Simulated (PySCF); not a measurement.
**19F chemical shifts**

- geometry from GFN2-xTB
- shielding tensors at PBE0/pcSseg-1 (GIAO)
- code: PySCF 2.14
- in vacuum, fast rotation and ring inversion assumed for equivalent nuclei, non-relativistic, single conformer

Shieldings were converted by a linear fit to measured shifts: 19F: δ = 146.13 − 0.903σ +14.6 on sp3 carbon (rms 6.0 ppm, 223 shifts, 7.0 ppm with the 5 outliers that the fit left out vs CFCl3, solution or neat liquid). A few per cent of atoms miss by over 2 rms, more outside the fitted compound classes.

Problem. Give the 19F shifts of `C[C@H]1[SiH2][Si@H](C(F)=C(F)F)[SiH2]1`.

Solution. 
```csv
compound,environment,δ (ppm)
[CH3:1][C@H:2]1[SiH2:3][Si@H:4]([C:5]([F:6])=[C:7]([F:8])[F:9])[SiH2:10]1,F9: vinylic fluorine,-82.7
[CH3:1][C@H:2]1[SiH2:3][Si@H:4]([C:5]([F:6])=[C:7]([F:8])[F:9])[SiH2:10]1,F8: vinylic fluorine,-110.2
[CH3:1][C@H:2]1[SiH2:3][Si@H:4]([C:5]([F:6])=[C:7]([F:8])[F:9])[SiH2:10]1,F6: vinylic fluorine,-199.1
```

Problem. Order these by 19F shift, lowest first.
A. C#CC1=CS[C@H](F)C[SiH2]1
B. N[Si@@H]1C[C@H](F)[SiH2]N1
C. C[Si@@H]1C[Si@@H](CC[SiH3])[C@H]1F
D. C[Si@H]([SiH3])COCC(F)(F)F

Solution. C (-262.3 ppm, fluorine on an sp3 carbon), B (-203.4 ppm, fluorine on an sp3 carbon), A (-150.4 ppm, fluorine on an sp3 carbon), D (-69.2 ppm, fluorine of a CF3 group).
